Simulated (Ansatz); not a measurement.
`N#[C][GeH3]` and `N#[C][GeH2][C]#N` differ in one atom or group.

Ansatz, PBE0-D4/def2-TZVP geometries, multiplicity 1. 

Scalar relativity is left out up to krypton.

| property | `N#[C][GeH3]` |
| --- | --- |
| zero-point energy (PBE0-D4/def2-TZVP) / kJ/mol | 82.4 |
| HOMO energy (PBE0/def2-TZVPP) / eV | -9.71 |
| LUMO energy (PBE0/def2-TZVPP) / eV | -0.26 |
| size of the dipole moment (ωB97M-V/def2-TZVPP) / D | 3.92 |
| HOMO energy (PBE/def2-TZVPP) / eV | -8.38 |
| LUMO energy (B3LYP/def2-TZVPP) / eV | -0.50 |

(1) Give the same properties after the change, and the shifts. (Best estimate.)

Answers

(1) Computed: 
```
                                          property  `N#[C][GeH2][C]#N`  shift
    zero-point energy (PBE0-D4/def2-TZVP) / kJ/mol                85.2    2.8
                HOMO energy (PBE0/def2-TZVPP) / eV              -10.22  -0.51
                LUMO energy (PBE0/def2-TZVPP) / eV               -1.26  -1.00
size of the dipole moment (ωB97M-V/def2-TZVPP) / D                4.19   0.27
                 HOMO energy (PBE/def2-TZVPP) / eV               -8.86  -0.48
               LUMO energy (B3LYP/def2-TZVPP) / eV               -1.49  -0.99
```

With PBE0 the HOMO falls by 0.51 eV and the LUMO falls by 1.00 eV, so the gap narrows by about 0.49 eV. PBE moves the HOMO by -0.48 eV and ωB97M-V by -0.49 eV. The zero-point energy changes by 2.8 kJ/mol with +3 modes. Dipoles are sizes alone; their direction can turn.

B3LYP here is the variant with VWN-RPA as its local correlation; programs differ in this.
